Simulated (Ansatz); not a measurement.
Energy difference R1 → P1 + P2, each structure at its B3LYP-D3(BJ)/def2-TZVP stationary point, reached from a drawn start (curvature not checked).
R1, F3NbO (SMILES [O]=[Nb]([F])([F])[F]) (charge 0, multiplicity 1):
```xyz
5

Nb     0.0035     0.0035     0.0035
O      0.9872     0.9695     0.9868
F      1.1171    -1.0604    -1.0549
F     -1.0421     1.1364    -1.0530
F     -1.0657    -1.0489     1.1177
```
P1, F2NbO (SMILES [O]=[Nb]([F])[F]) (charge 0, multiplicity 2, Z-matrix in Å and degrees):
```
Nb
O 1 1.6988
F 1 1.8877 2 114.24
F 1 1.8877 2 114.24 3 -160.72
```
P2: F atom, charge 0, multiplicity 2.

P less R. No zero-point or thermal terms; singlets are restricted closed shells; open shells are unrestricted; no spin–orbit coupling. The spin states of the d-block species are the ones drawn and need not be the lowest.

Correlated levels freeze the cores.

Run with Ansatz (Gaussian orbitals). Each number belongs to the level named beside it. Elements past Kr take the def2 small-core potentials, without spin–orbit coupling.

PBE/def2-TZVPP gives 152.42 kcal/mol for the reaction energy.

**Question.** Predict the shift from PBE, with its sign, for: r2SCAN/def2-TZVPP, PBE0/def2-TZVPP, wB97M-V/def2-TZVPP, B2PLYP/def2-TZVPP, MP2/def2-QZVPP, CCSD(T)/def2-QZVPP.

**Answer.** r2SCAN/def2-TZVPP -3.86; PBE0/def2-TZVPP -9.34; wB97M-V/def2-TZVPP -6.97; B2PLYP/def2-TZVPP -6.76; MP2/def2-QZVPP 4.14; CCSD(T)/def2-QZVPP -8.16 kcal/mol. 1 of 6 lie above PBE; the widest gap is to PBE0/def2-TZVPP.

Ansatz is a quantum-chemistry and plane-wave program.
